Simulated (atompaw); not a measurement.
**Scattering properties, PAW (atompaw) potential for P (Z = 15)**

atompaw 4.2.0.5 input, output lines left out:

```
P 15
GGA-PBE scalarrelativistic loggrid 1500 logderivrange -4 5 226
3 3 0 0 0 0
3 1 1
0 0 0
c
c
v
c
v
2
1.70 1.60 1.55 1.10
y
0.05
n
y
-0.15
n
y
0.3
y
2.25
n
custom polynom2 7 10 vanderbiltortho sinc
bessel
1.70
1.65
1.70
1.45
1.70
1.70
```

The phase is arctan(r·u′/u) with u = r·R(r), unwrapped; energies in Ry, scanned from -4 to 5 Ry. A pole is an energy at which the radial function vanishes at the test radius. The pseudo phase is shifted by a multiple of π to meet the all-electron one at the reference energy, and phase errors are pseudo minus all-electron; the curves can meet again beyond the range given. Levels narrower than the energy grid can be missing from the lists of poles.

```csv
channel,radius (bohr),reference energy (Ry),"poles, all-electron","poles, pseudo",unbroken range about the reference energy with phases within 0.05 rad,phase error 1 Ry above the reference energy (rad)
s,1.70,-2.50,1.55,1.54,the whole range,-0.000
p,1.70,-1.78,2.58,2.56,the whole range,-0.000
d,1.70,0.30,3.00,3.00,the whole range,+0.000
```

Phases in the d channel:

```
E (Ry)  all-electron  pseudo
 -4.00         1.212   1.213
 -3.52         1.178   1.179
 -3.04         1.133   1.135
 -2.56         1.072   1.073
 -2.08         0.984   0.985
 -1.60         0.846   0.847
 -1.12         0.609   0.610
 -0.64         0.188   0.188
 -0.16        -0.403  -0.403
  0.32        -0.879  -0.879
  0.80        -1.154  -1.154
  1.28        -1.314  -1.314
  1.76        -1.416  -1.416
  2.24        -1.488  -1.488
  2.72        -1.543  -1.543
  3.20        -1.589  -1.589
  3.68        -1.629  -1.629
  4.16        -1.667  -1.667
  4.64        -1.706  -1.704
```
